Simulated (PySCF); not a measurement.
Compound: C₉H₁₁P.
Numbering: `[CH3:1][C:2]([CH3:3])=[P:4][c:5]1[cH:6][cH:7][cH:8][cH:9][cH:10]1`

Geometry (GFN2-xTB, Å), atoms numbered from 1 in this order:
```xyz
21
C9H11P angstrom
C     -3.4256    0.4839    0.6441
C     -1.9698    0.2577    0.3684
C     -1.6770   -0.9227   -0.5002
P     -0.8662    1.3459    1.0291
C      0.7474    0.6540    0.4875
C      1.5481    1.3692   -0.3964
C      2.7835    0.8748   -0.7744
C      3.2359   -0.3295   -0.2617
C      2.4533   -1.0366    0.6367
C      1.2183   -0.5448    1.0152
H     -3.5745    1.3368    1.3029
H     -3.9689    0.6624   -0.2853
H     -3.8637   -0.3992    1.1120
H     -2.3134   -0.8953   -1.3857
H     -0.6372   -0.9548   -0.8155
H     -1.9040   -1.8474    0.0340
H      1.1931    2.3103   -0.7936
H      3.3966    1.4308   -1.4692
H      4.2005   -0.7144   -0.5579
H      2.8077   -1.9728    1.0441
H      0.6069   -1.0914    1.7202
```

Definitions: NICS(0) = −σiso at the ring centroid; NICS(1) = −σiso and NICS(1)zz = −σzz at ±1 Å along the ring normal z. Level: GIAO PBE0/pcSseg-1 (PySCF, non-relativistic, gas phase) on the GFN2-xTB geometry, one conformer.

Ring bond lengths (Å), with Mayer bond orders in brackets: C5–C6 1.391 (1.40), C6–C7 1.383 (1.44), C7–C8 1.385 (1.43), C8–C9 1.385 (1.43), C9–C10 1.382 (1.44), C10–C5 1.392 (1.39).

Give the NICS values of each ring in ppm.

```
              ring                                              type  NICS(0)  NICS(1), two faces  NICS(1)zz, two faces  rms pucker (Å)  centre to ring atoms, mean (Å)
C5–C6–C7–C8–C9–C10  6-membered carbocycle; formal bonds all aromatic     -7.9       -11.0 / -10.6         -29.0 / -28.0            0.01                            1.39
```

What do they say, and how far can they be read as aromaticity?

- C5–C6–C7–C8–C9–C10: mean NICS(1)zz -28.5 ppm, shielded. The ring is flat and has no four-coordinate atom; by the NICS criterion it is aromatic.

How equal are the bonds by HOMA? HOMA = 1 − mean of α(R − Ropt)² over the ring bonds, with Krygowski's 1993 parameters (CC: Ropt 1.388 Å, α 257.7 Å⁻²).

- C5–C6–C7–C8–C9–C10: HOMA 1.00 = 1 − EN − GEO, with mean bond length 1.386 Å, EN = α(Ropt − mean)² = 0.001 and GEO = α × variance = 0.003. The geometric and the magnetic index point the same way.

At the second NICS(1) probe listed for ring C5–C6–C7–C8–C9–C10, 1 Å off the ring, what do the in-plane components average?

The isotropic value is a third of the trace: (3 × -10.6 − (-28.0))/2 = -1.9 ppm.

Give the inner angles of the rings and the Hirshfeld charges of the ring atoms.

- C5–C6–C7–C8–C9–C10: C5 119.3° (-0.053 e), C6 120.3° (-0.051 e), C7 120.1° (-0.048 e), C8 120.0° (-0.048 e), C9 120.0° (-0.048 e), C10 120.3° (-0.047 e); sum 720.0° against 720° for a flat convex ring.

How shielded are the nuclei of the rings and their hydrogens (means over atoms taken as equivalent)?

```tsv
atoms	environment	σ isotropic (ppm)	principal values of the symmetric part, first atom (ppm)
C5	substituted aromatic carbon	35.3	-53.3, -7.6, 166.7
C6 (×2)	aromatic CH carbon	48.3	-62.0, 37.1, 172.5
C7 (×2)	aromatic CH carbon	53.3	-57.7, 39.7, 178.0
C8	aromatic CH carbon	53.4	-57.1, 37.7, 179.6
H17 (×2)	aromatic hydrogen	24.06	20.2, 22.9, 29.0
H18 (×2)	aromatic hydrogen	24.05	20.7, 24.5, 26.8
H19	aromatic hydrogen	24.12	20.9, 24.7, 26.7
```
